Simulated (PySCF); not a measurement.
## Sc(15+): ionisation energy

Sc(15+) [He] 2s2 2p2 (3P) → Sc(16+) [He] 2s2 2p1 (2P), as a difference of total energies. Calculation: PySCF 2.14, in an even-tempered Gaussian basis (20 s from 2.4 bohr⁻², ratio 2.2; 11 p from 3.1 bohr⁻², ratio 2.2; 6 d from 14 bohr⁻², ratio 2.4; 5 f from 22 bohr⁻², ratio 2.4; 5 g from 32 bohr⁻², ratio 2.4); scalar relativity by spin-free X2C-1e. Correlated levels: nothing frozen; virtual orbitals above 40 to 60 times the deepest correlated orbital energy dropped. The calculations carry no spin-orbit coupling.

```csv
method,ionisation energy (eV)
UHF,1009.7
LDA,1009.2
PBE,1009.8
PBE0,1010.0
r2SCAN,1011.2
r2SCAN0,1011.1
TPSSh,1009.8
MP2 (all electrons),1009.8
SCS-MP2 (all electrons),1009.5
```

A first-order spin-orbit estimate (lowest level to lowest level, LS coupling) adds -0.179 eV.

For comparison: 1008.6 ± 0.4 eV (semi-empirical (NIST evaluation); NIST Atomic Spectra Database, ionization energies).
